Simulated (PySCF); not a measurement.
B(Et)3, SMILES CCB(CC)CC (C6H15B) (GFN2-xTB optimised geometry):

```
22

B     -0.113    -0.682     0.000
C     -0.965     0.649     0.000
C     -0.239     1.962     0.297
H     -1.802     0.548     0.698
H     -1.438     0.731    -0.986
H      0.553     2.138    -0.427
H      0.204     1.937     1.289
H     -0.928     2.805     0.255
C      1.471    -0.682     0.000
C      1.987    -0.580    -1.446
H      1.879    -1.599     0.431
H      1.893     0.151     0.565
H      1.642     0.340    -1.913
H      1.625    -1.416    -2.040
H      3.075    -0.589    -1.467
C     -0.882    -2.071    -0.036
C     -0.993    -2.651     1.384
H     -0.356    -2.805    -0.651
H     -1.893    -1.980    -0.441
H     -1.550    -1.975     2.028
H     -0.006    -2.795     1.816
H     -1.506    -3.611     1.369
```

Computed with PBE0/def2-SVP run with PySCF 2.14.0.

**Question.** What are the frontier orbital energies and the dipole moment?

**Answer.** HOMO-2 -9.39 eV, HOMO-1 -7.90 eV, HOMO -7.84 eV, LUMO -0.29 eV, LUMO+1 1.63 eV; dipole moment 0.10 D.

On the same geometry PBE/def2-SVP (PySCF 2.14.0) gives HOMO-2 -7.91 eV, HOMO-1 -6.50 eV, HOMO -6.45 eV, LUMO -1.27 eV, LUMO+1 0.80 eV; dipole moment 0.11 D.

Meta-Löwdin charges at PBE0/def2-SVP: B1 0.26, C2 -0.29, C3 -0.29, H4 0.10, H5 0.11, H6 0.09, H7 0.09, H8 0.09, C9 -0.29, C10 -0.28, H11 0.09, H12 0.09, H13 0.09, H14 0.09, H15 0.10, C16 -0.28, C17 -0.28, H18 0.09, H19 0.09, H20 0.09, H21 0.09, H22 0.10.
